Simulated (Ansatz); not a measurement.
All values below come from frozen-core CCSD(T)/cc-pVDZ // PBE-D3(BJ)/def2-SVP run with Ansatz (a quantum-chemistry and plane-wave program).

Ansatz 0.2 input:
```yaml
crystal:
  periodic: [false, false, false]
  atoms:
    - { symbol: C, position_ang: [-0.405967, 2.456479, 0.534695] }
    - { symbol: C, position_ang: [-0.808224, 1.284037, -0.362056] }
    - { symbol: C, position_ang: [0.002211, -0.010384, -0.145778] }
    - { symbol: C, position_ang: [-0.690889, -1.222531, -0.801021] }
    - { symbol: C, position_ang: [-1.983775, -1.674681, -0.119421] }
    - { symbol: C, position_ang: [1.452547, 0.145375, -0.647148] }
    - { symbol: C, position_ang: [2.423772, -0.932742, -0.162418] }
    - { symbol: H, position_ang: [-0.524896, 2.197957, 1.607934] }
    - { symbol: H, position_ang: [0.650941, 2.75839, 0.384515] }
    - { symbol: H, position_ang: [-1.031373, 3.350222, 0.336094] }
    - { symbol: H, position_ang: [-0.720962, 1.577622, -1.432994] }
    - { symbol: H, position_ang: [-1.885743, 1.069177, -0.199334] }
    - { symbol: H, position_ang: [0.044833, -0.201135, 0.954175] }
    - { symbol: H, position_ang: [-0.890316, -0.977512, -1.86915] }
    - { symbol: H, position_ang: [0.016286, -2.078832, -0.819273] }
    - { symbol: H, position_ang: [-2.424873, -2.553329, -0.632027] }
    - { symbol: H, position_ang: [-2.756965, -0.879147, -0.112883] }
    - { symbol: H, position_ang: [-1.79918, -1.962717, 0.936882] }
    - { symbol: H, position_ang: [1.840903, 1.137195, -0.332254] }
    - { symbol: H, position_ang: [1.437999, 0.170507, -1.760646] }
    - { symbol: H, position_ang: [2.12134, -1.949291, -0.487919] }
    - { symbol: H, position_ang: [2.484531, -0.946812, 0.946152] }
    - { symbol: H, position_ang: [3.447789, -0.75786, -0.549924] }
basis:
  gaussian: { orbitals: cc-pVDZ }
correlation:
  method: ccsd_t
```

Output:

```
Functional definition: HF
1603 factors; integrals over basis functions are off by at most 1.2e-3 eV
mean field evaluation 1: about -7462.2587 eV, gradient 3.8e1 eV
mean field evaluation 2: about -7462.5488 eV, gradient 3.8e1 eV
mean field evaluation 4: about -7467.0708 eV, gradient 4.3e0 eV
mean field evaluation 8: about -7467.1333 eV, gradient 2.0e-1 eV
mean field evaluation 16: about -7466.8455 eV, gradient 5.9e-1 eV
mean field -7467.13347954 eV, -274.4120939681 hartree, gradient 7.3e-6 eV, S^2 0.000000; 0 other end points of the search recorded, 0 dependent functions left out
7 core orbitals not correlated
reference -7467.13347954 eV, -274.4120939681 hartree; 22, 22 occupied and 149, 149 virtual orbitals, 1603 factors
second order -27.96230287 eV of doubles, -0.00000000 eV of singles
cycle   1  -29.79322367 eV  change    -1.8e0 eV  update   1.0e-1
cycle   2  -30.58983031 eV  change   -8.0e-1 eV  update   3.0e-2
cycle   3  -30.68712424 eV  change   -9.7e-2 eV  update   9.5e-3
cycle   4  -30.69166710 eV  change   -4.5e-3 eV  update   2.6e-3
cycle   5  -30.69337269 eV  change   -1.7e-3 eV  update   6.8e-4
cycle   6  -30.69353250 eV  change   -1.6e-4 eV  update   1.8e-4
cycle   7  -30.69356234 eV  change   -3.0e-5 eV  update   4.4e-5
perturbative correction -0.93360969 eV, -0.0343095233 hartree
Total energy: -7498.76065156 eV, -275.5743711024 hartree
```

Cost: about 2.2 core-minutes (a rough figure).
